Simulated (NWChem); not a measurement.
Species: C4H7N; SMILES C=C/C=N/C

```xyz
12

C      0.6302    -2.0787     0.1239
C     -0.5083    -1.4232    -0.1290
C     -0.6254     0.0433    -0.1412
N      0.3535     0.8174     0.0880
C      0.1398     2.2312     0.0536
H      1.5465    -1.5211     0.3381
H      0.6731    -3.1704     0.1229
H     -1.4266    -1.9798    -0.3437
H     -1.6359     0.4468    -0.3662
H      0.8104     2.6893    -0.6930
H     -0.9033     2.5284    -0.1797
H      0.4214     2.6724     1.0247
```
Atoms are numbered in this order, from 1.

Level: PBE0/def2-SVP (NWChem), optimised geometry, unscaled harmonic frequencies. 

| frequency (cm⁻¹) | IR intensity (km/mol) |
|---|---|
| 112 | 6.4 |
| 212 | 2.5 |
| 213 | 10.7 |
| 285 | 0.0 |
| 400 | 4.9 |
| 644 | 12.9 |
| 646 | 2.3 |
| 977 | 18.7 |
| 984 | 16.1 |
| 995 | 13.8 |
| 1021 | 6.1 |
| 1034 | 15.0 |
| 1131 | 0.5 |
| 1134 | 3.3 |
| 1168 | 28.6 |
| 1306 | 3.7 |
| 1389 | 0.5 |
| 1416 | 2.9 |
| 1422 | 30.3 |
| 1448 | 5.1 |
| 1469 | 27.6 |
| 1715 | 14.7 |
| 1786 | 33.3 |
| 2987 | 68.2 |
| 3005 | 82.9 |
| 3097 | 22.5 |
| 3119 | 11.5 |
| 3170 | 2.9 |
| 3193 | 12.0 |
| 3281 | 1.1 |

| Item | Result |
|---|---|
| zero-point energy | 64.0 kcal/mol |
| thermal correction to the enthalpy at 298.15 K (with zero-point energy) | 68.3 kcal/mol |
| heat capacity Cv | 19.9 cal/(mol K) |
| entropy at 298.15 K and 1 atm (symmetry number 1) | 75.2 cal/(mol K) |
| dipole moment | 1.05 D |

Rigid rotor and harmonic oscillator.
